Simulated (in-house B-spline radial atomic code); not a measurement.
K IV (K3+): [Ne] 3s2 3p4

Method: non-relativistic M06-2X, spin-polarised, spherical fractional occupations, point nucleus. Calculated with a radial B-spline atomic code at the basis-set limit.

Z_r = [3n² - l(l+1)]/(2<r>); Z_e = n√(-2ε); the last column is Slater's effective charge. Values are occupation-weighted means over spin.

```csv
shell,electrons,ε (eV),<r> (bohr),Z_r,Z_e,Slater
1s,2,-3610.3,0.08161,18.38,16.29,18.70
2s,2,-412.72,0.3881,15.46,11.02,14.85
2p,6,-339.72,0.3488,14.33,9.99,14.85
3s,2,-77.266,1.211,11.15,7.15,8.45
3p,4,-58.181,1.299,9.62,6.20,8.45
```

The least bound orbital is 3p down at -51.88 eV, and it is also the most diffuse (<r> = 1.336 bohr).

The density falls to 0.001 bohr⁻³ at 2.9 bohr; Σ<r²> = 12.481 bohr² gives, by the non-relativistic formula and without the paramagnetism of open shells, a Langevin diamagnetic susceptibility of -9.885×10⁻⁶ cm³/mol.

Caution: exact exchange at fractional occupations of open shells leaves self-interaction of up to several eV.
